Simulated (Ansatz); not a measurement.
`[CH3][Ge]([SH])([Cl])[Cl]` + H₂S → `[SH][Ge]([SH])([Cl])[Cl]` + CH₄ at 600 K and 1 bar (ligand exchange at a Ge–C bond).

Computed with Ansatz on PBE0-D4/def2-TZVP structures; ΔE is electronic, products minus reactants. CCSD(T)/CBS adds triple-zeta CCSD(T) − MP2 to the extrapolated MP2 energy (def2 sets, frozen cores). This one scheme is used for every species. For Ge outer-core shells are correlated without core-valence functions, which leaves a few kJ/mol of doubt a bond. Scalar relativity is left out up to krypton. Each species was taken in one conformer, which may not be the lowest.

```csv
species,CCSD(T)/CBS energy (Eh),H − E (kJ/mol),S (J/(mol·K))
`[CH3][Ge]([SH])([Cl])[Cl]`,-3434.03428,195.9,488.2
H₂S,-398.97279,60.8,230.9
`[SH][Ge]([SH])([Cl])[Cl]`,-3792.56254,122.0,481.6
CH₄,-40.46206,140.4,215.7
```

H − E and S are ideal-gas, rigid-rotor, harmonic terms from PBE0-D4/def2-TZVP, for one conformer and one mirror image of each species. 1 Eh = 2625.50 kJ/mol, R = 8.31446 J/(mol·K).

**Question.** By hand: ΔE, ΔH, ΔS and ΔG.

**Answer.** ΔE = (-3792.56254) + (-40.46206) − (-3434.03428) − (-398.97279) = -0.01753 Eh = -46.0 kJ/mol. Δ(H − E) = 122.0 + 140.4 − 195.9 − 60.8 = 5.7, so ΔH = -40.3 kJ/mol. ΔS = 481.6 + 215.7 − 488.2 − 230.9 = -21.8 J/(mol·K). ΔG = -40.3 − 600 × (-21.8)/1000 = -27.2 kJ/mol.

**Question.** By hand: the equilibrium constant, and the temperature at which ΔG would vanish if ΔH and ΔS stayed fixed.

**Answer.** log₁₀ K = −ΔG/(RT ln 10) = 2.4. ΔG = 0 at ΔH/ΔS = 1849 K.

ΔH outweighs TΔS. A doubt of 5 kJ/mol in ΔE shifts log₁₀ K by 0.4 here. Other conformers and mirror images would add mixing entropy, several J/(mol·K) or more a flexible species. These are equilibria of isolated gas molecules and say nothing of rates. Largest T1 diagnostic: 0.010 (customary marks: 0.02 for closed shells, 0.045 for open ones).
